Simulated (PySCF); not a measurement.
SCF from a fresh guess for quartet Be₃N, at the PBE0 minimum. PySCF input:

```python
from pyscf import gto, scf, dft
mol = gto.M(atom='''
N     -0.000000    -0.000000     0.000000
Be    -0.000767    -0.000000     1.508252
Be     1.306568    -0.000000    -0.753461
Be    -1.305801     0.000000    -0.754790''',
    basis={'N': 'def2-TZVP', 'Be': 'def2-TZVP'},
    charge=0, spin=3)
mf = dft.UKS(mol, xc='PBE0')
mf.grids.atom_grid = (50, 194)
aux = {'N': 'def2-universal-JKFIT', 'Be': 'def2-universal-JKFIT'}
mf = mf.density_fit(auxbasis=aux)
mf.conv_tol = 1e-08
mf.diis_space = 10
mf.max_cycle = 60
mf.init_guess = 'minao'
mf.verbose = 4
mf.kernel()
```

Excerpt of the output (cycles alone):

```
init E= -99.2084510786798
cycle= 1 E= -98.6626887180064  delta_E= 0.546  |g|= 0.541  |ddm|= 1.57
cycle= 2 E= -98.2063383842035  delta_E= 0.456  |g|= 1.06  |ddm|= 0.964
cycle= 3 E= -98.8087314337676  delta_E= -0.602  |g|= 0.0478  |ddm|= 0.658
cycle= 4 E= -98.8103026281021  delta_E= -0.00157  |g|= 0.00338  |ddm|= 0.0596
cycle= 5 E= -98.8103214722269  delta_E= -1.88e-05  |g|= 0.000903  |ddm|= 0.00977
cycle= 6 E= -98.8103233552992  delta_E= -1.88e-06  |g|= 0.000291  |ddm|= 0.00294
cycle= 7 E= -98.8103235713153  delta_E= -2.16e-07  |g|= 5.31e-05  |ddm|= 0.000794
cycle= 8 E= -98.8103235789026  delta_E= -7.59e-09  |g|= 8.51e-06  |ddm|= 0.000182
Extra cycle  E= -98.8103235790294  delta_E= -1.27e-10  |g|= 4.35e-06  |ddm|= 1.63e-05
converged SCF energy = -98.8103235790294  <S^2> = 3.7528154  2S+1 = 4.0014075
```

No lower solution of this spin was found by a stability analysis within the unrestricted form.

The search for the lowest solution, with the stability check, took 3.8 s on 2 threads of a shared Arm Neoverse N1 host, with 88 basis functions; the process peaked at 0.31 GiB.
